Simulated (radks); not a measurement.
Problem. The table gives one normalised radial function P(r) = r R(r) (large component) of I24+ in [Ar] 3d9 4s2 (r in bohr). All-electron calculation, Dirac Kohn-Sham, BLYP, spin-unpolarised, spherical densities, finite nucleus; open shells fill j = l - 1/2 first; Fermi nuclear charge, rms radius 4.75 fm. Program: a radial shooting solver on a logarithmic mesh with Libxc functionals.

r	P
0.001217	0.0052
0.001745	0.0083
0.002521	0.0138
0.003642	0.0233
0.005263	0.0400
0.007543	0.0684
0.0109	0.1179
0.01575	0.1983
0.02275	0.3179
0.03261	0.4644
0.04712	0.5926
0.06808	0.5745
0.09836	0.2477
0.141	-0.3746
0.2037	-0.8846
0.2943	-0.5294
0.4252	0.7038
0.6095	1.4793
0.8806	0.9595
1.272	0.2160
1.838	0.0124

Which n and l does it have? It may be an empty orbital.

Solution. n = 4, l = 1: the number of nodes gives n - l - 1 = 2, the rise at small r points to l (for j = l - 1/2 the large component starts outside the nucleus as r^gamma with gamma = sqrt(l^2 - (Z/c)^2) = 0.92 and the r^(l+1) term takes over further out; the orbital of l - 1 with the same j starts with the same power, but with a larger coefficient, and does not steepen), and the extent must fit the shell. The curve is that of 4p1/2; the two j differ most near the nucleus, where j = l - 1/2 has the larger amplitude, and in heavy atoms j = l - 1/2 is also the more compact. 4p1/2 (empty): eigenvalue -747.36 eV, 2 radial nodes at r = 0.115, 0.350 bohr, <r> = 0.643 bohr, 90 % of the charge inside 0.918 bohr.
